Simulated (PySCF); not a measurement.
**A thermochemical cycle for HI**

MP2 in PySCF with x2c-SVPall on every atom, spin-free X2C, for the lowest determinant that a PBE0 search found; no spin–orbit coupling. HI, a singlet (closed shell), has De = 3.11 eV to neutral atoms, and HI⁺, a doublet (π ↑), has De = 2.92 eV to H + I⁺.

The adiabatic ionisation energy of HI, between the minima, is 10.29 eV.

Problem. Which ionisation energy of the I atom does this level give?

Solution. IE(I) = IE(molecule) + De(ion) − De(neutral) = 10.29 + 2.92 − 3.11 = 10.10 eV; the measured value is 10.451 eV (NIST ASD).

Correlated steps freeze 18 core orbitals. Correlated levels converge slowly with the basis: in double zeta they bind strong bonds too weakly, by up to about 1 eV, and carry superposition errors of some tenths. These are scalar-relativistic numbers at best; spin–orbit coupling would shift them, the dissociation energy most. For an ion De counts to the pair picked by the measured ionisation energies or electron affinities, which need not be the lowest pair at this level. Where the molecule has an RHF reference, its open-shell atoms are computed with UHF. States were picked by a PBE0 search and need not be the measured ground states.
